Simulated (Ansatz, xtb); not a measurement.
# Relaxing a trial structure of OSi3

The starting geometry of this gas-phase singlet has its atoms placed at random.

```xyz
4

O    -1.2465   -1.1406   -0.8291
Si   -0.7570    0.7794   -1.1988
Si   -1.1189    1.1048    0.8615
Si    1.0639    1.0276   -0.0129
```

Task: One run relaxed it with r2SCAN-D4/def2-SVP. What is a likely outcome?

Result: It ends as a structure given below by its coordinates. Distances that change by over a tenth: O1–Si2 (2.02 → 1.73 Å). Contacts that close: O1–Si3 (2.81 → 1.73 Å).

The energy falls by 4.99 eV over 10 steps:

```json
{"step": "1", "E − E(last) (eV)": "4.995"}
{"step": "2", "E − E(last) (eV)": "2.843"}
{"step": "3", "E − E(last) (eV)": "2.261"}
{"step": "4", "E − E(last) (eV)": "1.271"}
{"step": "5", "E − E(last) (eV)": "0.819"}
{"step": "6", "E − E(last) (eV)": "0.284"}
{"step": "7", "E − E(last) (eV)": "0.035"}
{"step": "8", "E − E(last) (eV)": "0.003"}
{"step": "9", "E − E(last) (eV)": "0.000"}
{"step": "10", "E − E(last) (eV)": "0.000"}
```

Final geometry (Å):

```yaml
atoms:
  - { symbol: O, position_ang: [-1.6912, -0.4078, -0.5556] }
  - { symbol: Si, position_ang: [-0.2846, 0.1655, -1.3935] }
  - { symbol: Si, position_ang: [-1.0170, 0.5234, 0.7436] }
  - { symbol: Si, position_ang: [0.9344, 1.4902, 0.0262] }
```

From the same start GFN2-xTB ends elsewhere, differing in O1–Si3 (5.85 against 1.73 Å here), Si2–Si3 (4.33 against 2.29 Å here).

From so rough a start the end depends on the optimiser's path, so another program may land elsewhere. No frequencies were run, so the end isn't proven a minimum. Run with Ansatz 0.2.0, 59 s on 1 thread of AMD EPYC (Zen 3), with other jobs on the host.
